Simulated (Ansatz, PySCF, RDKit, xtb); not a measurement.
Pair of molecules: SiH4 (SMILES [SiH4]) (first 5 atoms) with PH3 (SMILES P); geometry from B3LYP-D3(BJ)/def2-TZVP, rigid monomers moved along the line of their centres of mass till Si1···P6 is 3.70 Å.
(charge 0, multiplicity 1):
```xyz
9

Si    -0.227    -0.017     0.004
H     -0.547     1.345     0.485
H     -1.156    -0.990     0.621
H      1.164    -0.358     0.374
H     -0.371    -0.066    -1.469
P      0.129     0.104     3.690
H      0.835     0.969     2.815
H      0.423    -1.051     2.921
H     -1.112     0.324     3.040
```

Monomers are frozen at their geometry in the pair; levels with a basis set take the counterpoise correction. Rows marked so take none. RDKit's UFF carries no charges.

Cores are frozen in the correlated methods. Rows in 3-21G, 6-31G*, STO-3G carry no dispersion term and start afresh at each structure (6-31G* with six Cartesian d functions). MP2/6-31G* freezes PySCF's default core.

Run with Ansatz (Gaussian basis) for Hartree–Fock, density functionals and correlated methods; PySCF for 3-21G rows, 6-31G* rows, STO-3G rows, the dispersion terms; RDKit for the force fields; xtb for the GFN methods. Each number belongs to the level named beside it.

```tsv
level	interaction energy (kcal/mol)
UFF	-0.63
GFN1-xTB	-3.76
HF/STO-3G (no counterpoise)	2.75
HF/3-21G (no counterpoise)	2.29
PBE-D4/def2-TZVPPD	-0.47
PBE0-D3(BJ)/def2-TZVPPD	-0.55
M06-2X/6-31G* (no counterpoise)	-1.08
MP2/6-31G*	2.73
SCS-MP2/aug-cc-pV(D+d)Z	?
```

Problem. What belongs in the gaps?

Solution. 
- SCS-MP2/aug-cc-pV(D+d)Z, interaction energy (kcal/mol): 1.27

Ansatz is a quantum-chemistry and plane-wave program.
